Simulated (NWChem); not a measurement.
System: boric acid (H$_{3}$BO$_{3}$); SMILES B(O)(O)O

```xyz
7

O     -1.0724     0.8724     0.0000
B     -0.0342    -0.0038     0.0000
O      1.2444     0.5000     0.0000
O     -0.3495    -1.3323     0.0000
H     -0.7566     1.7804     0.0000
H      1.9455    -0.1551     0.0000
H      0.4027    -1.9267     0.0000
```
Atoms are numbered in this order, from 1.

Results from NWChem. Geometry: optimised at PBE0/def2-SVP. Level PBE/def2-SVPD: energy and gradient; each run changes one setting, and changes count from the defaults (medium grid, exact Coulomb integrals, symmetry on).

```json
[
 {"setting": "defaults", "size of the energy change (μHa)": "< 10", "largest change of a gradient component (μHa/bohr)": "< 30", "time, defaults = 1 (rough)": "about 1"},
 {"setting": "coarse grid", "size of the energy change (μHa)": "40", "largest change of a gradient component (μHa/bohr)": "200", "time, defaults = 1 (rough)": "about 1"},
 {"setting": "Coulomb fitting, Ahlrichs set", "size of the energy change (μHa)": "600", "largest change of a gradient component (μHa/bohr)": "60", "time, defaults = 1 (rough)": "0.2"},
 {"setting": "Coulomb fitting, Weigend set", "size of the energy change (μHa)": "200", "largest change of a gradient component (μHa/bohr)": "80", "time, defaults = 1 (rough)": "0.3"},
 {"setting": "tight SCF thresholds and tolerances", "size of the energy change (μHa)": "< 10", "largest change of a gradient component (μHa/bohr)": "< 30", "time, defaults = 1 (rough)": "about 1"}
]
```
